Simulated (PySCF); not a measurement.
Isomers of C7H11ClO, mass 146.050 u with the commonest isotopes. Theory: PySCF 2.14.0, PBE0-D3(BJ)/def2-SVP geometry optimisation, gas phase. One conformer each, none proved a minimum here; rigid rotors.

**Question.** Order these by radius of gyration √(Σ m r²/M), smallest first.
A. `[O:1]=[C:2]([Cl:3])[CH:4]1[CH2:5][CH2:6][CH2:7][CH2:8][CH2:9]1` with O1–C2–C4–C5 127°, C2–C4–C5–C6 -71°, C4–C5–C6–C7 -56°, C5–C6–C7–C8 55°, C6–C7–C8–C9 -54°
B. `[CH3:1][CH2:2][C:3]([C:4](=[O:5])[Cl:6])=[C:7]([CH3:8])[CH3:9]` with C1–C2–C3–C4 92°, C2–C3–C4–O5 168°
C. `[CH3:1]/[C:2](=[CH:3]/[CH:4]([CH3:5])[CH3:6])[C:7](=[O:8])[Cl:9]` with C2–C3–C4–C5 146°, C1–C2–C7–O8 -165°
D. `[CH3:1]/[CH:2]=[C:3](\[C:4](=[O:5])[Cl:6])[CH:7]([CH3:8])[CH3:9]` with C2–C3–C4–O5 -124°, C2–C3–C7–C8 -127°

**Answer.** A (2.129 Å), D (2.166 Å), B (2.223 Å), C (2.387 Å).

**Question.** Order these by rotational constant C, largest first.
A. `[O:1]=[C:2]([Cl:3])[CH:4]1[CH2:5][CH2:6][CH2:7][CH2:8][CH2:9]1` with O1–C2–C4–C5 127°, C2–C4–C5–C6 -71°, C4–C5–C6–C7 -56°, C5–C6–C7–C8 55°, C6–C7–C8–C9 -54°
B. `[CH3:1][CH2:2][C:3]([C:4](=[O:5])[Cl:6])=[C:7]([CH3:8])[CH3:9]` with C1–C2–C3–C4 92°, C2–C3–C4–O5 168°
C. `[CH3:1]/[C:2](=[CH:3]/[CH:4]([CH3:5])[CH3:6])[C:7](=[O:8])[Cl:9]` with C2–C3–C4–C5 146°, C1–C2–C7–O8 -165°

**Answer.** A (842.5 MHz), B (721.0 MHz), C (645.5 MHz).

**Question.** Order these by rotational constant B, largest first.
A. `[CH3:1]/[CH:2]=[C:3](\[C:4](=[O:5])[Cl:6])[CH:7]([CH3:8])[CH3:9]` with C2–C3–C4–O5 -124°, C2–C3–C7–C8 -127°
B. `[CH3:1][CH2:2][C:3]([C:4](=[O:5])[Cl:6])=[C:7]([CH3:8])[CH3:9]` with C1–C2–C3–C4 92°, C2–C3–C4–O5 168°
C. `[O:1]=[C:2]([Cl:3])[CH:4]1[CH2:5][CH2:6][CH2:7][CH2:8][CH2:9]1` with O1–C2–C4–C5 127°, C2–C4–C5–C6 -71°, C4–C5–C6–C7 -56°, C5–C6–C7–C8 55°, C6–C7–C8–C9 -54°
D. `[CH3:1]/[C:2](=[CH:3]/[CH:4]([CH3:5])[CH3:6])[C:7](=[O:8])[Cl:9]` with C2–C3–C4–C5 146°, C1–C2–C7–O8 -165°

**Answer.** B (1105 MHz), A (1070 MHz), C (988.4 MHz), D (743.2 MHz).

```
              SMILES  point group  Ia (u·Å²)  Ib (u·Å²)  Ic (u·Å²)      κ  μa (D)  μb (D)  μc (D)
C/C(=C/C(C)C)C(=O)Cl           C1     201.02     680.05     782.91  -0.90    1.93    2.37    0.21
  CCC(C(=O)Cl)=C(C)C           C1     285.59     457.43     700.98  -0.27    3.42    1.73    0.15
     O=C(Cl)C1CCCCC1           C1     212.42     511.33     599.85  -0.81    2.03    1.09    1.51
C/C=C(\C(=O)Cl)C(C)C           C1     304.21     472.49     593.11  -0.46    0.97    2.50    1.20
```
